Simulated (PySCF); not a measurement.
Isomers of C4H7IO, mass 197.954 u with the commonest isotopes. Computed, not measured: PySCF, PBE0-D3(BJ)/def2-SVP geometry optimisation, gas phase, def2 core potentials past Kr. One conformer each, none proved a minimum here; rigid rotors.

Task: Order these by rotational constant A, largest first.
A. `[CH3:1][O:2][CH2:3]/[CH:4]=[CH:5]/[I:6]` with C1–O2–C3–C4 180°, O2–C3–C4–C5 0°
B. `[CH3:1][CH2:2][CH2:3][C:4](=[O:5])[I:6]` with C1–C2–C3–C4 69°, C2–C3–C4–O5 1°
C. `[CH3:1][C:2](=[O:3])[CH2:4][CH2:5][I:6]` with C1–C2–C4–C5 -179°, C2–C4–C5–I6 180°
D. `[CH3:1][O:2]/[CH:3]=[CH:4]/[CH2:5][I:6]` with C1–O2–C3–C4 1°, C3–C4–C5–I6 107°
E. `[CH3:1][C@H:2]([I:3])[CH2:4][CH:5]=[O:6]` with C1–C2–C4–C5 -69°, C2–C4–C5–O6 -2°

Result: A (11773 MHz), C (8306 MHz), D (7076 MHz), B (6245 MHz), E (5729 MHz).

Task: Order these by dipole moment, smallest first.
A. `[CH3:1][C:2](=[O:3])[CH2:4][CH2:5][I:6]` with C1–C2–C4–C5 -179°, C2–C4–C5–I6 180°
B. `[CH3:1][C@H:2]([I:3])[CH2:4][CH:5]=[O:6]` with C1–C2–C4–C5 -69°, C2–C4–C5–O6 -2°
C. `[CH3:1][O:2]/[CH:3]=[CH:4]/[CH2:5][I:6]` with C1–O2–C3–C4 1°, C3–C4–C5–I6 107°
D. `[CH3:1][CH2:2][CH2:3][C:4](=[O:5])[I:6]` with C1–C2–C3–C4 69°, C2–C3–C4–O5 1°

Result: B (1.67 D), A (2.61 D), C (2.76 D), D (3.00 D).

Task: Order these by out-of-plane moment Σ m c² = (Ia + Ib − Ic)/2, smallest first.
A. `[CH3:1][O:2][CH2:3]/[CH:4]=[CH:5]/[I:6]` with C1–O2–C3–C4 180°, O2–C3–C4–C5 0°
B. `[CH3:1][O:2]/[CH:3]=[CH:4]/[CH2:5][I:6]` with C1–O2–C3–C4 1°, C3–C4–C5–I6 107°
C. `[CH3:1][C@H:2]([I:3])[CH2:4][CH:5]=[O:6]` with C1–C2–C4–C5 -69°, C2–C4–C5–O6 -2°
D. `[CH3:1][CH2:2][CH2:3][C:4](=[O:5])[I:6]` with C1–C2–C3–C4 69°, C2–C3–C4–O5 1°
E. `[CH3:1][C:2](=[O:3])[CH2:4][CH2:5][I:6]` with C1–C2–C4–C5 -179°, C2–C4–C5–I6 180°

Result: A (3.20 u·Å²), E (4.72 u·Å²), C (16.59 u·Å²), D (20.73 u·Å²), B (23.77 u·Å²).

| SMILES | point group | Ia (u·Å²) | Ib (u·Å²) | Ic (u·Å²) | κ | μa (D) | μb (D) | μc (D) |
| --- | --- | --- | --- | --- | --- | --- | --- | --- |
| CO/C=C/CI | C1 | 71.43 | 863.88 | 887.77 | -1.00 | 2.53 | 0.24 | 1.07 |
| CCCC(=O)I | C1 | 80.92 | 678.19 | 717.66 | -0.99 | 2.17 | 2.06 | 0.18 |
| C[C@H](I)CC=O | C1 | 88.22 | 636.45 | 691.48 | -0.97 | 0.51 | 0.93 | 1.29 |
| COC/C=C/I | Cs | 42.93 | 949.06 | 985.58 | -1.00 | 2.68 | 1.01 | 0.01 |
| CC(=O)CCI | – | 60.84 | 848.53 | 899.93 | -0.99 | 1.35 | 2.24 | 0.00 |
